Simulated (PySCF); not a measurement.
**Ionisation energy of Hg by level of theory**

Hg [Xe] 4f14 5d10 6s2 → Hg⁺ [Xe] 4f14 5d10 6s1 [6s1/2^1, M_J = 1/2], as a difference of total energies. Calculation: PySCF 2.14, in x2c-SVPall-2c (7s10p9d2f, 96 functions); the two-component X2C-1e Hamiltonian. Correlated levels: [Kr] 4d10 4f14 frozen; the 22 highest virtual spinors dropped. "Screened" scales the spin-orbit matrix elements by Boettger's factors to mimic the two-electron term; Breit and QED terms are absent.

```tsv
method	ionisation energy (eV)	error (eV)
GHF (spin-free)	8.542	-1.896
GMP2 (spin-free)	9.851	-0.587
GHF (screened spin-orbit)	8.565	-1.873
GMP2 (screened spin-orbit)	9.876	-0.562
```

Reference: 10.438 eV (measured; NIST Atomic Spectra Database, ionization energies).

Errors of the correlated levels include the incompleteness of this basis and the frozen core.

MP2 underrates the near-degeneracy of ns² with np² in the lower species.
